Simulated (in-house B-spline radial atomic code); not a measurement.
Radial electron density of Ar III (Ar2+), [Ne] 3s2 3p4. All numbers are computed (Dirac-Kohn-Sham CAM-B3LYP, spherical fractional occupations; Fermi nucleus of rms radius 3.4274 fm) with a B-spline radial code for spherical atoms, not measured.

Caution: exact exchange at fractional occupations of open shells leaves self-interaction of up to several eV.

Columns: r (bohr), 4πr²n(r) (electrons per bohr), bar.

```
 0.00327   0.4853 #
 0.00391    0.676 #
 0.00468    0.939 ##
  0.0056    1.297 ###
  0.0067    1.778 ####
 0.00802    2.422 #####
  0.0096    3.268 #######
  0.0115    4.367 #########
  0.0138    5.771 ############
  0.0165    7.465 ################
  0.0197    9.459 ####################
  0.0236    11.77 #########################
  0.0282    14.22 ##############################
  0.0338    16.69 ###################################
  0.0404    18.83 #######################################
  0.0484    20.38 ###########################################
  0.0579    20.97 ############################################
  0.0693    20.47 ###########################################
   0.083    18.95 ########################################
  0.0993    16.93 ###################################
   0.119    15.16 ################################
   0.142    14.51 ##############################
    0.17    15.41 ################################
   0.204    17.64 #####################################
   0.244    20.02 ##########################################
   0.292    21.08 ############################################
   0.349    19.74 #########################################
   0.418    15.99 #################################
   0.501    11.07 #######################
   0.599    6.901 ##############
   0.717     4.66 ##########
   0.858    4.348 #########
    1.03    4.884 ##########
    1.23     5.01 ##########
    1.47    4.242 #########
    1.76    2.876 ######
    2.11    1.537 ###
    2.52   0.6518 #
    3.02   0.2068 
    3.61  0.04862 
    4.33 0.007512 
    5.18 0.0007528
```

On this grid the curve has 3 maxima, near 0.0579, 0.292, 1.23 bohr.

The 3s1/2 radial function P(r) = rR(r), positive near the nucleus, with its small component Q(r) (sign convention: Q ≈ (P' + κP/r)/2c):

| r (bohr) | P | Q |
| --- | --- | --- |
| 0.00111 | 0.01664 | -0.001103 |
| 0.00159 | 0.02355 | -0.001566 |
| 0.00228 | 0.03324 | -0.002217 |
| 0.00327 | 0.04668 | -0.003126 |
| 0.00468 | 0.06489 | -0.004371 |
| 0.0067 | 0.0892 | -0.006062 |
| 0.0096 | 0.1207 | -0.008307 |
| 0.0138 | 0.1596 | -0.01121 |
| 0.0197 | 0.2024 | -0.01465 |
| 0.0282 | 0.243 | -0.01847 |
| 0.0404 | 0.2661 | -0.02206 |
| 0.0579 | 0.247 | -0.02427 |
| 0.083 | 0.1547 | -0.02351 |
| 0.119 | -0.02985 | -0.01835 |
| 0.17 | -0.274 | -0.008831 |
| 0.244 | -0.4678 | 0.002591 |
| 0.349 | -0.426 | 0.0106 |
| 0.501 | -0.03638 | 0.01118 |
| 0.717 | 0.5483 | 0.005158 |
| 1.03 | 0.9406 | -0.001757 |
| 1.47 | 0.8468 | -0.004273 |
| 2.11 | 0.4428 | -0.002747 |
| 3.02 | 0.1268 | -0.0008383 |
| 4.33 | 0.01613 | -0.0001106 |
